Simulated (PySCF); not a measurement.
Compound: C₅H₉B₂N.
Cartesian coordinates in Å at the PBE0-D3(BJ)/def2-SVP level; atoms count from 1:
```xyz
17
C5H9B2N angstrom
B      2.829    0.580    0.322
C      2.341   -0.849   -0.037
B      1.103   -0.596   -0.977
N     -0.209   -0.351   -0.463
C     -0.604   -0.280    0.868
C     -1.945   -0.029    0.919
C     -2.416    0.055   -0.435
C     -1.339   -0.142   -1.248
H      3.543    1.202   -0.432
H      2.455    1.122    1.338
H      3.089   -1.392   -0.634
H      2.032   -1.421    0.852
H      1.214   -0.565   -2.179
H      0.120   -0.406    1.669
H     -2.540    0.085    1.824
H     -3.438    0.243   -0.758
H     -1.256   -0.156   -2.332
```

Computed with PySCF, TDDFT CAM-B3LYP/def2-SVPD, vertical, gas phase, core orbitals frozen in the response.

Problem. What does the calculation give for the low-lying excited states?

Solution. 

```json
{"state": "S1", "E (eV)": "4.34", "λ (nm)": "285.7", "ν̃ (cm⁻¹)": "35000", "f": "0.0036", "main configurations (H = HOMO, L = LUMO)": "H→L (95%)"}
{"state": "S2", "E (eV)": "5.38", "λ (nm)": "230.3", "ν̃ (cm⁻¹)": "43420", "f": "0.199", "main configurations (H = HOMO, L = LUMO)": "H-1→L (75%)"}
{"state": "S3", "E (eV)": "5.63", "λ (nm)": "220.3", "ν̃ (cm⁻¹)": "45400", "f": "0.0058", "main configurations (H = HOMO, L = LUMO)": "H-2→L (61%), H-3→L (22%)"}
{"state": "S4", "E (eV)": "5.90", "λ (nm)": "210.0", "ν̃ (cm⁻¹)": "47620", "f": "0.043", "main configurations (H = HOMO, L = LUMO)": "H→L+1 (70%), H-2→L (12%)"}
{"state": "S5", "E (eV)": "6.04", "λ (nm)": "205.4", "ν̃ (cm⁻¹)": "48690", "f": "0.062", "main configurations (H = HOMO, L = LUMO)": "H-3→L (52%), H→L+1 (11%), H-1→L (11%)"}
{"state": "S6", "E (eV)": "6.48", "λ (nm)": "191.2", "ν̃ (cm⁻¹)": "52290", "f": "0.023", "main configurations (H = HOMO, L = LUMO)": "H→L+2 (54%), H→L+4 (22%), H→L+3 (18%)"}
{"state": "S7", "E (eV)": "6.62", "λ (nm)": "187.2", "ν̃ (cm⁻¹)": "53410", "f": "0.015", "main configurations (H = HOMO, L = LUMO)": "H-1→L+1 (38%), H-4→L (27%)"}
{"state": "S8", "E (eV)": "6.87", "λ (nm)": "180.5", "ν̃ (cm⁻¹)": "55400", "f": "0.021", "main configurations (H = HOMO, L = LUMO)": "H-4→L (37%), H→L+3 (18%), H-1→L+1 (9%)"}
{"state": "S9", "E (eV)": "6.95", "λ (nm)": "178.4", "ν̃ (cm⁻¹)": "56070", "f": "0.049", "main configurations (H = HOMO, L = LUMO)": "H→L+3 (41%), H-1→L+1 (18%)"}
{"state": "S10", "E (eV)": "7.12", "λ (nm)": "174.1", "ν̃ (cm⁻¹)": "57450", "f": "0.051", "main configurations (H = HOMO, L = LUMO)": "H→L+5 (76%)"}
```

Triplets, Tamm–Dancoff:

```tsv
state	E (eV)	λ (nm)	main configurations (H = HOMO, L = LUMO)
T1	3.40	364.3	H→L (55%), H→L+1 (29%), H→L+3 (8%)
T2	4.55	272.7	H-1→L (68%), H-1→L+1 (17%)
T3	4.98	249.1	H-2→L (50%), H→L (12%), H→L+1 (10%)
T4	5.14	241.1	H-2→L (30%), H→L (20%), H→L+1 (14%)
```

The lowest singlet comes at 286 nm (419 kJ/mol) in the ultraviolet; it is very weak; its leading configuration is HOMO→LUMO (95%). The strongest level in the table is S2 at 5.38 eV (230 nm, f = 0.199). Löwdin shares by element: HOMO carbon 85% or more (atoms not listed hold the other 15%); LUMO boron 50%, carbon 16% or more, hydrogen 6% or more (atoms not listed hold the other 28%). Orbital energies (eV): HOMO-3 -10.74, HOMO-2 -10.44, HOMO-1 -8.94, HOMO -7.81, LUMO -0.82, LUMO+1 0.64, LUMO+2 1.24. Weighted by f, the mean energy of these states is 6.02 eV. The listed states span 2.78 eV, and the widest gap between neighbours is 1.04 eV (S1 to S2). The vertical ionisation energy (ΔSCF) is 8.51 eV, 1.39 eV above S10. The window holds the lowest 10 singlets.

One conformer stands for the species.
